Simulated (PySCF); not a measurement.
C₄H₄BFO, SMILES C#CB(F)C(C)=O.

Geometry optimised at B3LYP-D3(BJ)/def2-SVP. The structure was generated by enumeration, and PubChem lists no compound with its InChIKey, so it may never have been made. Other conformers were not sampled.

Calculation: B3LYP-D3(BJ)/def2-SVP in PySCF.

Frequencies are harmonic and unscaled.

| mode | ν (cm⁻¹) | IR (km/mol) | moving atoms (share of kinetic energy) |
|---|---|---|---|
| 1 | 28 | 3.7 | C 40 %, O 28 %, H 17 %, F 15 % |
| 2 | 114 | 1.8 | C 44 %, H 23 %, O 14 %, F 12 % |
| 3 | 129 | 11.1 | C 38 %, O 28 %, F 16 %, H 14 % |
| 4 | 141 | 0.4 | H 85 % |
| 5 | 240 | 4.7 | F 38 %, C 37 %, O 14 %, H 8 % |
| 6 | 242 | 7.2 | C 65 %, H 14 %, F 13 % |
| 7 | 363 | 3.9 | C 49 %, O 26 %, H 15 % |
| 8 | 517 | 29.5 | C 55 %, F 18 %, H 15 % |
| 9 | 562 | 11.0 | C 59 %, H 29 % |
| 10 | 636 | 7.1 | C 41 %, F 22 %, H 17 %, B 12 %, O 8 % |
| 11 | 672 | 36.3 | B 65 %, C 23 % |
| 12 | 713 | 35.4 | H 74 %, C 26 % |
| 13 | 786 | 21.1 | H 74 %, C 26 % |
| 14 | 917 | 57.4 | C 46 %, H 34 %, B 10 %, O 9 % |
| 15 | 988 | 19.2 | H 51 %, C 41 % |
| 16 | 1047 | 128.9 | B 35 %, C 30 %, H 30 % |
| 17 | 1263 | 77.6 | C 39 %, B 36 %, H 19 % |
| 18 | 1348 | 139.0 | H 46 %, B 31 %, C 13 %, F 11 % |
| 19 | 1382 | 102.7 | C 34 %, B 34 %, H 22 %, F 9 % |
| 20 | 1424 | 21.1 | H 95 % |
| 21 | 1438 | 21.0 | H 96 % |
| 22 | 1772 | 116.2 | C 60 %, O 39 % |
| 23 | 2174 | 107.1 | C 89 %, H 9 % |
| 24 | 3020 | 0.7 | H 97 % |
| 25 | 3097 | 3.7 | H 91 %, C 9 % |
| 26 | 3143 | 5.0 | H 90 %, C 10 % |
| 27 | 3456 | 47.8 | H 86 %, C 14 % |
